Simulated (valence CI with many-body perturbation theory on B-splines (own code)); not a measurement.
## E1 line list for Hf LVIII

Calculated by valence CI with perturbative core correlation (CI+MBPT): five valence electrons over a frozen Dirac-Fock core [Ne], a basis of 9 s, 9 p, 8 d, 6 f, 3 g, 1 h functions for each j, with the one-electron correlation potential Σ1 (screened to all orders), the two-electron term Σ2, the three-electron term Σ3, Breit, model QED; selected single and double excitations, second order for the rest (own B-spline code, finite nucleus).

The last digits are not significant, and no measured levels were compared; by estimate large intervals hold to a few tenths of a per cent, small ones and those within an open d or f shell to about a per cent. Among the levels kept, up to 550 cm⁻¹ of a level comes from second order outside the variational space, and about a tenth of that is noise between levels of different J, which matters for small intervals.

Lines 51 to 100 of 219 in falling wavelength, among levels below 62.008 Ry, chosen from the strongest by gf and those to the six lowest levels. Wavelengths and rates use the calculated energies. Electric multipoles are in the length gauge, E1 and E2 with the static RPA response of the core. Weak lines are less certain than strong ones. Lines between different terms over intervals too small for the method are left out, as are lines whose strength nearly cancels. The highest levels of a list are the least certain.

Levels are named by their leading jj configuration (3d3/2^4 stands for four electrons in 3d with j = 3/2), which in mixed levels can hold well under half, so a name can repeat and another be missing. Letters in brackets count levels of one name in rising energy.

| λ vac (nm) | Upper | Lower | A (s⁻¹) | S (a.u.) with core polarisation | S without |
| --- | --- | --- | --- | --- | --- |
| 6.565 | (3s 3p1/2^2 3p3/2 3d3/2) J=3/2 [a] | (3s 3p1/2^2 3p3/2^2) J=1/2 | 3.52e+09 | 1.97e-03 | 2.00e-03 |
| 6.556 | (3s 3p1/2^2 3p3/2 3d5/2) J=7/2 [a] | (3s^2 3p1/2 3p3/2 3d5/2) J=7/2 [a] | 3.74e+09 | 4.16e-03 | 4.23e-03 |
| 6.552 | (3s 3p1/2 3p3/2^3) J=3/2 [b] | (3s^2 3p3/2^3) J=3/2 | 2.21e+10 | 1.23e-02 | 1.25e-02 |
| 6.539 | (3s 3p1/2^2 3p3/2 3d3/2) J=3/2 [b] | (3s^2 3p1/2 3p3/2 3d3/2) J=3/2 [a] | 6.83e+09 | 3.77e-03 | 3.83e-03 |
| 6.535 | (3s 3p1/2^2 3p3/2 3d3/2) J=3/2 [b] | (3s^2 3p1/2 3p3/2 3d3/2) J=1/2 [a] | 7.76e+09 | 4.27e-03 | 4.34e-03 |
| 6.512 | (3s 3p1/2^2 3p3/2 3d3/2) J=3/2 [a] | (3s 3p1/2^2 3p3/2^2) J=3/2 | 4.93e+09 | 2.69e-03 | 2.73e-03 |
| 6.508 | (3s 3p1/2^2 3p3/2 3d5/2) J=7/2 [b] | (3s^2 3p1/2 3p3/2 3d5/2) J=5/2 [a] | 1.02e+09 | 1.11e-03 | 1.13e-03 |
| 6.495 | (3s 3p1/2^2 3p3/2 3d3/2) J=1/2 [a] | (3s 3p1/2^2 3p3/2^2) J=1/2 | 5.14e+09 | 1.39e-03 | 1.41e-03 |
| 6.451 | (3s 3p1/2^2 3p3/2 3d3/2) J=5/2 [b] | (3s^2 3p1/2 3p3/2 3d3/2) J=7/2 | 4.45e+10 | 3.54e-02 | 3.59e-02 |
| 6.437 | (3s^2 3p1/2 3d3/2^2) J=3/2 | (3s^2 3p1/2 3p3/2 3d5/2) J=5/2 [a] | 1.84e+09 | 9.70e-04 | 9.86e-04 |
| 6.429 | (3s 3p1/2^2 3p3/2 3d3/2) J=3/2 [b] | (3s^2 3p1/2 3p3/2 3d3/2) J=5/2 [a] | 2.35e+10 | 1.23e-02 | 1.25e-02 |
| 6.418 | (3s 3p1/2^2 3p3/2 3d5/2) J=7/2 [b] | (3s^2 3p1/2 3p3/2 3d5/2) J=9/2 | 3.64e+10 | 3.80e-02 | 3.86e-02 |
| 6.375 | (3s^2 3p1/2 3d3/2^2) J=5/2 | (3s^2 3p1/2 3p3/2 3d3/2) J=5/2 [b] | 7.90e+09 | 6.06e-03 | 6.15e-03 |
| 6.327 | (3s 3p1/2^2 3p3/2^2) J=3/2 | (3s^2 3p1/2 3p3/2^2) J=3/2 | 1.47e+10 | 7.34e-03 | 7.46e-03 |
| 6.321 | (3s^2 3p1/2 3p3/2 3d3/2) J=1/2 [a] | (3s^2 3p1/2 3p3/2^2) J=1/2 | 2.70e+09 | 6.73e-04 | 6.82e-04 |
| 6.317 | (3s^2 3p1/2 3p3/2 3d3/2) J=3/2 [a] | (3s^2 3p1/2 3p3/2^2) J=1/2 | 2.15e+09 | 1.07e-03 | 1.08e-03 |
| 6.314 | (3s^2 3p1/2 3d3/2 3d5/2) J=5/2 | (3s^2 3p1/2 3p3/2 3d5/2) J=3/2 [b] | 2.98e+09 | 2.22e-03 | 2.25e-03 |
| 6.278 | (3s 3p1/2^2 3p3/2^2) J=1/2 | (3s^2 3p1/2 3p3/2^2) J=3/2 | 2.69e+08 | 6.56e-05 | 6.64e-05 |
| 6.233 | (3s^2 3p1/2 3d3/2 3d5/2) J=3/2 | (3s^2 3p1/2 3p3/2 3d5/2) J=1/2 | 4.87e+09 | 2.33e-03 | 2.36e-03 |
| 6.175 | (3s^2 3p1/2 3d3/2 3d5/2) J=7/2 | (3s^2 3p1/2 3p3/2 3d5/2) J=7/2 [b] | 5.82e+09 | 5.41e-03 | 5.48e-03 |
| 6.172 | (3s 3p1/2^2 3p3/2 3d3/2) J=5/2 [b] | (3s^2 3p1/2 3p3/2 3d3/2) J=3/2 [a] | 4.88e+09 | 3.40e-03 | 3.45e-03 |
| 6.148 | (3s^2 3p1/2 3d3/2 3d5/2) J=7/2 | (3s^2 3p1/2 3p3/2 3d5/2) J=5/2 [b] | 2.20e+09 | 2.02e-03 | 2.05e-03 |
| 6.057 | (3s^2 3p1/2 3d3/2 3d5/2) J=5/2 | (3s^2 3p1/2 3p3/2 3d5/2) J=7/2 [b] | 3.49e+09 | 2.30e-03 | 2.33e-03 |
| 6.048 | (3s 3p1/2^2 3p3/2 3d3/2) J=1/2 [b] | (3s^2 3p1/2 3p3/2 3d3/2) J=3/2 [a] | 4.54e+10 | 9.91e-03 | 1.01e-02 |
| 6.043 | (3s 3p1/2^2 3p3/2 3d3/2) J=1/2 [b] | (3s^2 3p1/2 3p3/2 3d3/2) J=1/2 [a] | 7.81e+09 | 1.70e-03 | 1.73e-03 |
| 6.027 | (3s 3p1/2^2 3p3/2 3d5/2) J=7/2 [b] | (3s^2 3p1/2 3p3/2 3d5/2) J=7/2 [a] | 1.74e+10 | 1.51e-02 | 1.53e-02 |
| 6.018 | (3s 3p1/2^2 3p3/2 3d5/2) J=3/2 [b] | (3s^2 3p1/2 3p3/2 3d5/2) J=5/2 [a] | 1.22e+10 | 5.26e-03 | 5.34e-03 |
| 5.976 | (3s 3p1/2^2 3p3/2 3d5/2) J=5/2 [b] | (3s^2 3p1/2 3p3/2 3d5/2) J=3/2 [a] | 7.44e+09 | 4.70e-03 | 4.77e-03 |
| 5.965 | (3s^2 3p1/2 3p3/2 3d3/2) J=5/2 [a] | (3s^2 3p1/2 3p3/2^2) J=5/2 | 5.72e+09 | 3.60e-03 | 3.65e-03 |
| 5.874 | (3s^2 3p1/2 3p3/2 3d3/2) J=3/2 [a] | (3s^2 3p1/2 3p3/2^2) J=5/2 | 1.53e+10 | 6.11e-03 | 6.20e-03 |
| 5.852 | (3s^2 3p1/2 3d3/2 3d5/2) J=3/2 | (3s^2 3p1/2 3p3/2 3d5/2) J=5/2 [b] | 3.07e+09 | 1.22e-03 | 1.23e-03 |
| 5.778 | (3s^2 3p1/2 3d3/2 3d5/2) J=9/2 | (3s^2 3p1/2 3p3/2 3d5/2) J=7/2 [b] | 3.35e+09 | 3.19e-03 | 3.23e-03 |
| 5.777 | (3s 3p1/2^2 3p3/2 3d3/2) J=3/2 [b] | (3s 3p1/2^2 3p3/2^2) J=1/2 | 4.99e+09 | 1.90e-03 | 1.93e-03 |
| 5.735 | (3s 3p1/2^2 3p3/2 3d3/2) J=3/2 [b] | (3s 3p1/2^2 3p3/2^2) J=3/2 | 1.28e+10 | 4.76e-03 | 4.83e-03 |
| 5.706 | (3s 3p1/2^2 3p3/2 3d3/2) J=5/2 [a] | (3s 3p1/2^2 3p3/2^2) J=5/2 | 6.52e+09 | 3.59e-03 | 3.63e-03 |
| 5.654 | (3s^2 3p1/2 3p3/2 3d3/2) J=5/2 [a] | (3s^2 3p1/2 3p3/2^2) J=3/2 | 3.20e+06 | 1.71e-06 | 1.77e-06 |
| 5.651 | (3s 3p1/2^2 3p3/2 3d3/2) J=3/2 [a] | (3s 3p1/2^2 3p3/2^2) J=5/2 | 1.58e+10 | 5.64e-03 | 5.72e-03 |
| 5.642 | (3s^2 3p1/2 3p3/2 3d3/2) J=7/2 | (3s^2 3p1/2 3p3/2^2) J=5/2 | 9.56e+08 | 6.78e-04 | 6.88e-04 |
| 5.593 | (3s^2 3p1/2^2 3d3/2) J=3/2 | (3s^2 3p1/2^2 3p3/2) J=3/2 | 1.14e+10 | 3.95e-03 | 4.00e-03 |
| 5.589 | (3s^2 3p1/2 3d3/2 3d5/2) J=7/2 | (3s^2 3p1/2 3p3/2 3d5/2) J=5/2 [a] | 3.79e+09 | 2.61e-03 | 2.65e-03 |
| 5.575 | (3s^2 3p1/2 3p3/2 3d3/2) J=1/2 [a] | (3s^2 3p1/2 3p3/2^2) J=3/2 | 4.44e+09 | 7.59e-04 | 7.69e-04 |
| 5.571 | (3s^2 3p1/2 3p3/2 3d3/2) J=3/2 [a] | (3s^2 3p1/2 3p3/2^2) J=3/2 | 8.99e+08 | 3.07e-04 | 3.10e-04 |
| 5.499 | (3s^2 3p1/2 3d3/2^2) J=1/2 | (3s^2 3p1/2 3p3/2 3d3/2) J=1/2 [b] | 1.49e+10 | 2.45e-03 | 2.48e-03 |
| 5.453 | (3s 3p1/2^2 3p3/2 3d3/2) J=7/2 | (3s 3p1/2^2 3p3/2^2) J=5/2 | 3.26e+09 | 2.09e-03 | 2.12e-03 |
| 5.353 | (3s 3p1/2^2 3p3/2 3d3/2) J=1/2 [b] | (3s 3p1/2^2 3p3/2^2) J=3/2 | 6.05e+09 | 9.17e-04 | 9.29e-04 |
| 5.350 | (3s^2 3p1/2 3d3/2^2) J=5/2 | (3s^2 3p1/2 3p3/2 3d3/2) J=3/2 [a] | 2.94e+09 | 1.33e-03 | 1.35e-03 |
| 5.343 | (3s^2 3p1/2 3d3/2 3d5/2) J=3/2 | (3s^2 3p1/2 3p3/2 3d5/2) J=5/2 [a] | 2.93e+09 | 8.82e-04 | 8.94e-04 |
| 5.276 | (3s^2 3p1/2 3d3/2^2) J=5/2 | (3s^2 3p1/2 3p3/2 3d3/2) J=5/2 [a] | 6.88e+09 | 2.99e-03 | 3.03e-03 |
| 5.230 | (3s^2 3p1/2 3d3/2 3d5/2) J=7/2 | (3s^2 3p1/2 3p3/2 3d5/2) J=7/2 [a] | 2.53e+09 | 1.43e-03 | 1.45e-03 |
| 5.219 | (3s^2 3p1/2 3d3/2 3d5/2) J=1/2 | (3s^2 3p1/2 3p3/2 3d5/2) J=3/2 [a] | 7.19e+09 | 1.01e-03 | 1.02e-03 |
